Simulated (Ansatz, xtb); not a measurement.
Species: LaBr₂ (charge +1, singlet). The spin state was set by rule; other spins were not relaxed. SMILES of the parent species: [Br][La][Br]
Coordinates optimised at B3LYP-D3(BJ)/def2-TZVP (Ansatz, a program for electronic structure):
```
La
Br 1 2.6726
Br 1 2.6726 2 107.25
```
Charge +1, spin multiplicity 1.

Harmonic wavenumbers from GFN2-xTB (xtb, at its own minimum), cm⁻¹: 19, 90, 146.

Question: Give the harmonic wavenumbers at B3LYP-D3(BJ)/def2-TZVP (Ansatz, finite differences of forces, unscaled).

Answer: 53, 254, 264 cm⁻¹. Zero-point energy 0.8 kcal/mol.

Question: From these and the geometry, give the ideal-gas thermochemistry at 298.15 K and 1 atm (rigid rotor, harmonic oscillator).

Answer: Point group C2v, rotational symmetry number 2. Rotational constants 2.707, 0.683, 0.5454 GHz. S(trans) 42.98, S(rot) 28.77, S(vib) 8.03, S(elec, spin only) 0.00, S 79.8 cal/(mol K). H(298) - H(0) 3.48 kcal/mol; G - E(el) -19.5 kcal/mol.
